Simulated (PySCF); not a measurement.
## A scan of EuO with bad points

B2PLYP; Eu x2c-TZVPall, O x2c-TZVPall; spin-free X2C with a Gaussian nucleus (PySCF 2.14); octet, unpaired electrons σ ↑, π ↑↑, δ ↑↑, φ ↑↑ requested.

| R (Å) | E (eV) | ⟨S²⟩ | ⟨Lz²⟩ | μ (D) |
| --- | --- | --- | --- | --- |
| 1.596 | 1.481 | 15.79 | 0.00 | -2.13 |
| 1.670 | 10.191 | 15.79 | 0.00 | -2.94 |
| 1.745 | 0.321 | 15.78 | 0.00 | -6.44 |
| 1.800 | 0.116 | 15.78 | 0.00 | -7.27 |
| 1.856 | 0.014 | 15.78 | 0.00 | -7.96 |
| 1.912 | 0.000 | 15.78 | 0.00 | -8.58 |
| 1.986 | 0.089 | 15.79 | 0.00 | -9.29 |
| 2.079 | 0.321 | 15.80 | 0.00 | -9.98 |
| 2.190 | 1.535 | 16.66 | 0.00 | -3.86 |
| 2.339 | 1.897 | 16.70 | 0.00 | -4.74 |

The run flagged 1.670 Å: there the SCF either missed its threshold or ended in another occupation than the one requested, so the fit leaves that out.
